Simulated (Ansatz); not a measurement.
Gas-phase electronic energies from Ansatz, PBE0-D4/def2-TZVP geometries. CCSD(T)/CBS is the MP2 limit (def2-TZVPP, def2-QZVPP) plus CCSD(T) − MP2 in def2-TZVPP, frozen cores. DFT in def2-TZVPP. B3LYP here is the variant with VWN-RPA as its local correlation; programs differ in this. Elements past krypton have def2 core potentials. For Ga, Te outer-core shells are correlated without core-valence functions, which leaves a few kJ/mol of doubt a bond. Scalar relativity is left out up to krypton. One conformer a species, not always the lowest.

`C#C[SiH2][Te]C` + `[OH][Ga]([Cl])[Cl]` → `C[Te][SiH2]O` + `C#[C][Ga]([Cl])[Cl]`  (redistribution)

`C#C[SiH2][Te]C`:

```xyz
11

C     2.553   -0.329    0.015
C     1.613    0.253   -0.468
Si    0.148    1.093   -1.152
Te   -1.810   -0.428   -1.059
C    -1.570   -0.821    1.040
H     3.390   -0.840    0.434
H    -0.071    2.329   -0.359
H     0.371    1.437   -2.577
H    -2.294   -1.593    1.297
H    -0.560   -1.182    1.219
H    -1.770    0.082    1.611
```

`[OH][Ga]([Cl])[Cl]`:

Cartesian coordinates in Å:
```
O -0.175 0.938 -1.043
Ga -0.171 -0.222 0.286
Cl -2.003 -0.727 1.200
Cl 1.646 -1.096 0.954
H 0.703 1.107 -1.396
```

`C[Te][SiH2]O`:

Cartesian coordinates in Å:
```
C -0.603 1.810 -0.288
Te -0.944 0.100 -1.548
Si 0.490 -1.390 -0.202
O -0.152 -1.573 1.308
H 0.451 2.075 -0.308
H -0.930 1.580 0.722
H -1.199 2.624 -0.696
H 1.862 -0.826 -0.066
H 0.555 -2.677 -0.943
H 0.470 -1.723 2.022
```

`C#[C][Ga]([Cl])[Cl]`:

Cartesian coordinates in Å:
```
C -0.553 -1.763 0.591
C -0.208 -0.668 0.222
Ga 0.328 1.047 -0.351
Cl -0.113 1.758 -2.297
Cl 1.403 2.358 0.920
H -0.857 -2.732 0.916
```

```json
{"level": "B3LYP", "ΔE (kcal/mol)": "-6.7"}
{"level": "CCSD/def2-TZVPP", "ΔE (kcal/mol)": "-7.3"}
{"level": "SCS-MP2/def2-QZVPP", "ΔE (kcal/mol)": "-6.6"}
{"level": "HF/CBS(def2)", "ΔE (kcal/mol)": "-9.2"}
```

**Question.** What does CCSD(T)/CBS give? (Best estimate.)

**Answer.** Ansatz gave: -6.8 kcal/mol. The listed levels differ from it by 0.1, -0.5, 0.2, -2.4 kcal/mol.

Largest T1 diagnostic among the species: 0.012.

From PBE to PBE0 (25 % exact exchange), in def2-TZVPP and without D4, ΔE moves by −1.2 kcal/mol. In def2-TZVPP, CCSD(T) changes the Hartree–Fock value by +2.5 kcal/mol (the triples alone add +0.6 kcal/mol) and MP2 by +2.9 kcal/mol.
